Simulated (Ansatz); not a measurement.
Reaction (redistribution): `[F][Nb]([F])(=[S])[Cl]` + `C[SiH](N)CS` → `[NH2][Nb]([F])(=[S])[Cl]` + `C[SiH](F)CS`

Program: Ansatz. Geometries: PBE0-D4/def2-TZVP. ΔE: electronic, gas phase. CCSD(T)/CBS adds triple-zeta CCSD(T) − MP2 to the extrapolated MP2 energy (def2 sets, frozen cores). Functionals use def2-TZVPP. B3LYP here is the variant with VWN-RPA as its local correlation; programs differ in this. Elements past krypton have def2 core potentials. For Nb outer-core shells are correlated without core-valence functions, which leaves a few kJ/mol of doubt a bond. Each species was taken in one conformer, which may not be the lowest.

`[F][Nb]([F])(=[S])[Cl]`:

Cartesian coordinates in Å:
```
F 0.218 -1.380 -1.292
Nb -0.020 0.005 -0.097
F -0.674 1.512 -0.939
S -1.445 -0.610 1.351
Cl 1.922 0.473 0.977
```

`C[SiH](N)CS`:

Cartesian coordinates in Å:
```
C 0.368 -1.502 0.879
Si -0.077 0.283 0.600
N -1.694 0.341 -0.003
C 1.041 1.087 -0.678
S 0.874 0.310 -2.306
H 1.384 -1.585 1.272
H -0.306 -1.970 1.601
H 0.320 -2.060 -0.058
H 0.107 1.058 1.867
H -2.172 1.223 -0.100
H -2.342 -0.382 0.264
H 0.864 2.164 -0.747
H 2.082 0.953 -0.371
H -0.449 0.078 -2.221
```

`[NH2][Nb]([F])(=[S])[Cl]`:

Cartesian coordinates in Å:
```
N -0.184 1.204 -0.064
Nb 0.170 -0.690 0.096
F 1.819 -0.962 0.918
S -1.427 -1.441 1.289
Cl 0.154 -1.645 -1.984
H -0.972 1.710 0.312
H 0.440 1.823 -0.568
```

`C[SiH](F)CS`:

Cartesian coordinates in Å:
```
C 0.350 1.055 -1.300
Si 0.630 0.362 0.392
F 1.824 -0.713 0.330
C -0.869 -0.536 1.054
S -1.301 -1.971 0.029
H 1.273 1.476 -1.705
H -0.397 1.853 -1.265
H -0.009 0.280 -1.980
H 1.056 1.413 1.355
H -0.747 -0.831 2.099
H -1.735 0.130 1.006
H -0.075 -2.517 -0.016
```

CCSD(T)/CBS gives -36.8 kJ/mol.

Q: Another level gave -24.7 kJ/mol. Which?
A. B3LYP/def2-TZVPP
B. r2SCAN/def2-TZVPP
C. CCSD/def2-TZVPP
D. PBE-D4/def2-TZVPP

A: B. r2SCAN -24.7, CCSD/def2-TZVPP -36.6, PBE-D4 -20.0, B3LYP -30.2 kJ/mol.

Largest T1 diagnostic among the species: 0.023, so the coupled-cluster value is less sure than usual.

From PBE to PBE0 (25 % exact exchange), in def2-TZVPP and without D4, ΔE moves by −5.4 kJ/mol.
